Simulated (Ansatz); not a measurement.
CH5NZn (`C[NH][ZnH]`), relaxed with RKS PBE-D4/def2-SVP in the Gaussian-basis code of Ansatz from a rough embedded geometry. The force threshold is 0.03 eV/Å; the program also tests the step.

Charge 0, multiplicity 1.

Start:

```xyz
8

C    -0.550    0.295    0.646
N     0.788    0.183    0.270
Zn    1.065   -1.486   -1.058
H    -1.197    0.505   -0.230
H    -0.913   -0.610    1.205
H    -0.701    1.190    1.392
H     1.077    1.081   -0.236
H     0.432   -1.158   -1.989
```

Question: How much energy does the relaxation release, and in how many steps? (An estimate is asked.)

Answer: Ansatz gave: 87.10 kcal/mol, in 14 steps, 1 of them rejected.

Question: Which bonds change most? (Best estimate.)

Answer: Computed: Zn3–H8 from 1.173 to 1.527 Å; N2–Zn3 from 2.151 to 1.820 Å; C1–H6 from 1.176 to 1.118 Å; C1–N2 from 1.395 to 1.448 Å.

Question: Give the relaxed structure. (Best estimate.)

Answer: Computed: 
```xyz
8

C    -0.625    0.415    0.771
N     0.530    0.294   -0.094
Zn    0.832   -1.030   -1.305
H    -1.438    1.084    0.387
H    -1.098   -0.577    0.937
H    -0.362    0.797    1.788
H     1.010    1.190   -0.216
H     1.150   -2.173   -2.267
```
